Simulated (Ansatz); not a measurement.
Compare A (`CN1C[SiH2]1`) with its isomer B (`C=CN[SiH3]`).

Program: Ansatz. Geometries: PBE0-D4/def2-TZVP. ΔE: electronic, gas phase. CBS: MP2 limit from def2 TZ/QZ plus the TZ coupled-cluster correction, frozen cores. This one scheme is used for every species. Functionals use def2-TZVPP. B3LYP here is the variant with VWN-RPA as its local correlation; programs differ in this. Each species was taken in one conformer, which may not be the lowest.

A:

Z-matrix (Å, degrees):
```
C
N 1 1.436
H 1 1.095 2 110.4
H 1 1.092 2 109.7 3 -118.7
H 1 1.101 2 113.1 3 120.6
C 2 1.477 1 120.7 3 -73.9
Si 2 1.708 1 135.7 3 -166.0
H 6 1.095 2 115.8 1 -25.1
H 6 1.089 2 115.8 1 110.7
H 7 1.484 2 120.3 1 12.6
H 7 1.479 2 117.6 1 -131.4
```

B:

Z-matrix (Å, degrees):
```
Si
N 1 1.728
H 1 1.490 2 113.8
H 1 1.484 2 106.8 3 -119.9
H 1 1.485 2 108.6 3 120.0
C 2 1.382 1 125.6 3 -76.4
H 2 1.009 1 119.2 3 93.7
C 6 1.332 2 126.7 1 170.7
H 6 1.088 2 113.8 1 -10.2
H 8 1.085 6 122.0 2 -1.1
H 8 1.080 6 120.2 2 178.5
```

Problem. Which is lower in electronic energy at CCSD(T)/CBS, and by how much? (An estimate is asked.)

Solution. Computed: B, by 25.7 kcal/mol.

Problem. Give E(B) − E(A) in kcal/mol with PBE0-D4, B2PLYP, HF/def2-TZVPP, MP2/def2-TZVPP, CCSD(T)/def2-TZVPP, B3LYP-D4, CCSD(T)/def2-SVP. (An estimate is asked.)

Solution. Computed: PBE0-D4 -22.8, B2PLYP -26.8, HF/def2-TZVPP -33.0, MP2/def2-TZVPP -24.2, CCSD(T)/def2-TZVPP -25.7, B3LYP-D4 -27.4, CCSD(T)/def2-SVP -26.3. None reverses the order clearly.

Problem. Does the order hold for the free energy at 298.15 K (harmonic terms from PBE0-D4)? (Estimate.)

Solution. Ansatz gave: Yes: G(B) − G(A) = -28.1 kcal/mol, for one conformer each.

Largest T1 diagnostic: 0.012.

Leaving LDA and LC-ωPBE aside and taking each functional with its dispersion term where it has one, the values, not all of them listed here, spread over 5.9 kcal/mol, from BHLYP-D4 to PBE-D4. LDA lies +2.3 kcal/mol from PBE without D4. In def2-TZVPP, CCSD(T) changes the Hartree–Fock value by +7.3 kcal/mol (the triples alone add +0.6 kcal/mol) and MP2 by +8.8 kcal/mol.
